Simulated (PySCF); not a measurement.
Compound: TiICl3 (singlet state).
Structure used (PBE0-D3(BJ)/def2-SVP), in Å, numbered top down from 1:
```
atom  x, y, z in Å
Ti1    0.0188   -0.0165   -0.0895
I2    -0.1564   -0.1019    2.4364
Cl3    2.0941   -0.0057   -0.6529
Cl4   -0.9452    1.7623   -0.8248
Cl5   -0.9365   -1.7487   -0.9312
```

Method used: PBE0-D3(BJ)/def2-SVP geometry optimisation, gas phase, def2 core potentials past Kr (PySCF 2.14.0).

(1) Which atoms are bound to Ti1, and at what distances?

(2) List the angles at Ti1.

(3) What is the shape at Ti1?

(4) What are the rotational constants (commonest isotopes, rigid rotor)?

Results:

(1) 4 atoms: Cl5 2.150 Å, Cl3 2.150 Å, Cl4 2.153 Å, I2 2.533 Å.

(2) 
```
      angle  degrees  distance of the outer atoms (Å)
Cl3–Ti1–Cl4    109.8                             3.52
 I2–Ti1–Cl4    109.7                             3.84
Cl4–Ti1–Cl5    109.5                             3.51
 I2–Ti1–Cl5    109.4                             3.83
Cl3–Ti1–Cl5    109.3                             3.51
 I2–Ti1–Cl3    109.2                             3.82
```

(3) Tetrahedral: angles from 109.2° to 109.8°; τ4 = (360° − α − β)/141° = 1.00 with α and β the two widest (0 for a square, 1 for a tetrahedron). Differences among atoms that C3v makes equivalent are scatter left by the optimiser.

(4) A = 1171, B = 583.6, C = 582.3 MHz: a prolate symmetric top.

Point group: C3v (tolerance 0.08 Å). Charge 0, singlet. Whether it is a minimum is left open (no frequencies).
